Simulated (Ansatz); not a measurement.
Job for Ansatz (a quantum-chemistry and plane-wave program): R-CCSD(T)/aug-cc-pVDZ on HF (SMILES F) with ghost functions, monomers drawn apart or pushed together.

Ansatz 0.2 input:
```yaml
crystal:
  periodic: [false, false, false]
  atoms:
    - {symbol: F, position_ang: [-1.31955090, -1.77353720, 3.14501037]}
    - {symbol: H, position_ang: [-0.97988454, -1.19572645, 2.48722358]}
basis:
  gaussian:
    orbitals: aug-cc-pVDZ
    ghost_atoms:
      - {symbol: B, position_ang: [0.90642385, -0.12577282, 0.06132810]}
      - {symbol: N, position_ang: [-0.14340758, 0.57942984, 0.66532152]}
      - {symbol: H, position_ang: [0.66259924, -0.82367319, -0.87058744]}
      - {symbol: H, position_ang: [1.99912322, -0.02550304, 0.52060940]}
      - {symbol: H, position_ang: [0.01237531, 1.27651616, 1.37837995]}
      - {symbol: H, position_ang: [-1.06485966, 0.63323826, 0.25705540]}
magnetization: {spin_polarized: false}
correlation: {method: ccsd_t, electrons: outside_noble_gas}
scf: {lower_state_search: off}
```

Program output:

```
WARN ansatz: RAYON_NUM_THREADS=1 ignored (pool sized by the plan → 1); use --threads N
Functional definition: HF
these checks for a lower state are left out or cut short: stability, starts, cluster_reference, orbital_swaps, neighbouring_geometries, increment
integrals: 0.16 GiB planned
876 factors; integrals over basis functions are off by at most 8.4e-4 eV
mean field: 0.16 GiB planned
mean field evaluation 1: about -2721.0336 eV, gradient 2.4e1 eV
mean field evaluation 2: about -2721.0334 eV, gradient 2.4e1 eV
mean field evaluation 4: about -2722.0091 eV, gradient 1.2e0 eV
mean field evaluation 8: about -2722.0140 eV, gradient 5.4e-5 eV
mean field -2722.01395414 eV, -100.0321677672 hartree, gradient 1.2e-6 eV, S^2 0.000000; 0 other end points of the search recorded, 0 dependent functions left out
1 core orbitals not correlated
reference -2722.01395414 eV, -100.0321677672 hartree; 4, 4 occupied and 109, 109 virtual orbitals, 876 factors
second order -6.09194232 eV of doubles, -0.00000000 eV of singles
coupled cluster: 0.46 GiB planned
cycle   1  -6.05127969 eV  change    4.1e-2 eV  update   5.3e-2
cycle   2  -6.16216315 eV  change   -1.1e-1 eV  update   1.3e-2
cycle   3  -6.19246023 eV  change   -3.0e-2 eV  update   6.6e-3
cycle   4  -6.18988784 eV  change    2.6e-3 eV  update   9.0e-4
cycle   5  -6.18931412 eV  change    5.7e-4 eV  update   3.3e-4
cycle   6  -6.18941224 eV  change   -9.8e-5 eV  update   7.8e-5
cycle   7  -6.18941198 eV  change    2.6e-7 eV  update   2.7e-5
cycle   8  -6.18939838 eV  change    1.4e-5 eV  update   7.9e-6
cycle   9  -6.18939562 eV  change    2.8e-6 eV  update   2.3e-6
perturbative correction -0.11731368 eV, -0.0043111981 hartree
Total energy: -2728.32066343 eV, -100.2639350590 hartree
Checks for a lower state left out: stability, starts, cluster_reference, orbital_swaps, neighbouring_geometries, increment
```

The calculation finished and met its thresholds.

Cost: about 5 core-seconds (a rough figure).
